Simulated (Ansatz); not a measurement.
Computed with Ansatz on PBE0-D4/def2-TZVP structures; ΔE is electronic, products minus reactants. CCSD(T)/CBS is the MP2 limit (def2-TZVPP, def2-QZVPP) plus CCSD(T) − MP2 in def2-TZVPP, frozen cores. Functionals use def2-TZVPP. B3LYP here is the variant with VWN-RPA as its local correlation; programs differ in this. One conformer a species, not always the lowest.

Consider the isomerisation: `OC(O)[SiH2][SiH3]` → `O[SiH2]C[SiH2]O`.

`OC(O)[SiH2][SiH3]`:

Z-matrix (Å, degrees):
```
C
O 1 1.402
Si 1 1.916 2 107.8
O 1 1.409 2 112.1 3 123.5
H 1 1.098 2 111.0 3 -120.7
H 2 0.964 1 108.3 3 174.9
Si 3 2.339 1 109.0 2 -178.2
H 3 1.488 1 110.7 2 -55.8
H 3 1.491 1 106.8 2 63.0
H 4 0.963 1 108.1 2 -62.7
H 7 1.487 3 110.6 1 -65.1
H 7 1.488 3 110.3 1 174.7
H 7 1.488 3 110.1 1 55.1
```

`O[SiH2]C[SiH2]O`:

Cartesian coordinates in Å:
```
O -1.412 1.284 1.112
Si -1.380 -0.340 0.868
C -0.438 -0.745 -0.703
Si 1.311 -0.136 -0.682
O 1.244 1.401 -0.043
H -0.572 1.714 0.908
H -0.721 -1.063 1.994
H -2.792 -0.787 0.780
H -0.969 -0.308 -1.555
H -0.426 -1.832 -0.844
H 2.166 -1.002 0.177
H 1.926 -0.083 -2.038
H 2.062 1.895 0.026
```

| level | ΔE (kJ/mol) | difference from CCSD(T)/CBS |
| --- | --- | --- |
| PBE-D4 | -325.7 | 46.3 |
| r2SCAN-D4 | -359.5 | 12.5 |
| PBE0-D4 | -343.2 | 28.8 |
| B3LYP-D4 | -356.9 | 15.1 |
| ωB97X-V | -353.2 | 18.8 |
| ωB97M-V | -368.3 | 3.7 |
| B2PLYP | -368.0 | 4.0 |
| PBE | -323.2 | 48.8 |
| r2SCAN | -359.1 | 12.9 |
| PBE0 | -341.2 | 30.8 |
| B3LYP | -352.8 | 19.2 |
| HF/def2-TZVPP | -378.0 | -6.0 |
| MP2/def2-TZVPP | -389.6 | -17.6 |
| SCS-MP2/def2-TZVPP | -381.0 | -9.0 |
| CCSD/def2-TZVPP | -368.4 | 3.6 |
| CCSD(T)/def2-TZVPP | -364.9 | 7.1 |
| HF/def2-QZVPP | -380.9 | -8.9 |
| MP2/def2-QZVPP | -394.7 | -22.7 |
| SCS-MP2/def2-QZVPP | -386.2 | -14.2 |
| HF/CBS(def2) | -381.3 | -9.3 |
| MP2/CBS(def2) | -396.7 | -24.7 |
| CCSD/CBS(def2) | -375.5 | -3.5 |
| CCSD(T)/CBS | -372.0 | 0 |

Largest T1 diagnostic among the species: 0.013.

The D4 term adds −4.1 kJ/mol with B3LYP and −2.0 kJ/mol with PBE0; it sums over pairs of atoms, weighted by their polarisabilities, and B3LYP, whose exchange is more repulsive, gets the larger term. From PBE to PBE0 (25 % exact exchange), in def2-TZVPP and without D4, ΔE moves by −17.9 kJ/mol.
